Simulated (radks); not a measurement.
Trend from Rb3+ to Xe3+: ionisation energy by Delta-SCF between NIST ground configurations, and size. All-electron calculation, Dirac Kohn-Sham, PBE, spin-unpolarised, spherical densities, point nucleus; open shells are shared between the two j in proportion to 2j + 1. Program: a radial shooting solver on a logarithmic mesh with Libxc functionals.

species      configuration  configuration of the ion  IE (eV)  NIST (eV)       kind   -e(HOMO) (eV)  outermost  <r> outermost (bohr)
Rb3+     [Ar] 3d10 4s2 4p4         [Ar] 3d10 4s2 4p3   53.582       52.2  semi-emp.  46.389 (4p3/2)      4p3/2                  1.58
Sr3+     [Ar] 3d10 4s2 4p5         [Ar] 3d10 4s2 4p4   57.337     56.280  semi-emp.  49.746 (4p3/2)      4p3/2                  1.50
Zr3+              [Kr] 4d1                      [Kr]   34.213     34.418       exp.  28.123 (4d5/2)      4d5/2                  1.84
Nb3+              [Kr] 4d2                  [Kr] 4d1   36.901      37.61       exp.  30.497 (4d5/2)      4d5/2                  1.72
Mo3+              [Kr] 4d3                  [Kr] 4d2   39.499       40.3  semi-emp.  32.786 (4d5/2)      4d5/2                  1.61
Tc3+              [Kr] 4d4                  [Kr] 4d3   42.029         41     theory  35.009 (4d5/2)      4d5/2                  1.52
Ru3+              [Kr] 4d5                  [Kr] 4d4   44.507         45     theory  37.179 (4d5/2)      4d5/2                  1.44
Rh3+              [Kr] 4d6                  [Kr] 4d5   46.941         42     theory  39.307 (4d5/2)      4d5/2                  1.37
Pd3+              [Kr] 4d7                  [Kr] 4d6   49.340         46     theory  41.400 (4d5/2)      4d5/2                  1.31
Ag3+              [Kr] 4d8                  [Kr] 4d7   51.710         49     theory  43.464 (4d5/2)      4d5/2                  1.25
Cd3+              [Kr] 4d9                  [Kr] 4d8   54.057         51     theory  45.503 (4d5/2)      4d5/2                  1.20
In3+             [Kr] 4d10                  [Kr] 4d9   56.383      55.45       exp.  47.521 (4d5/2)      4d5/2                  1.16
Sn3+         [Kr] 4d10 5s1                 [Kr] 4d10   41.123      40.74       exp.  35.953 (5s1/2)      5s1/2                  2.12
Sb3+         [Kr] 4d10 5s2             [Kr] 4d10 5s1   44.292      43.80       exp.  38.896 (5s1/2)      5s1/2                  2.02
Te3+     [Kr] 4d10 5s2 5p1             [Kr] 4d10 5s2   36.520     37.416       exp.  31.224 (5p3/2)      5p3/2                  2.25
I3+      [Kr] 4d10 5s2 5p2         [Kr] 4d10 5s2 5p1   39.466      40.36       exp.  33.839 (5p3/2)      5p3/2                  2.14
Xe3+     [Kr] 4d10 5s2 5p3         [Kr] 4d10 5s2 5p2   42.361       42.2       exp.  36.400 (5p3/2)      5p3/2                  2.03

Reference values: NIST Atomic Spectra Database (exp. = measured, semi-emp. = semi-empirical, theory = theoretical value adopted there). Spin polarisation and multiplet splitting are left out, so open shells lie too high by an amount that depends on their filling. Sharing an open shell by 2j + 1 raises it above the true ground level by a part of the spin-orbit splitting, which enters the differences from NIST.

Beside tabulated values, note that spin-unpolarised runs miss the spin-polarisation part of the exchange energy of open shells.
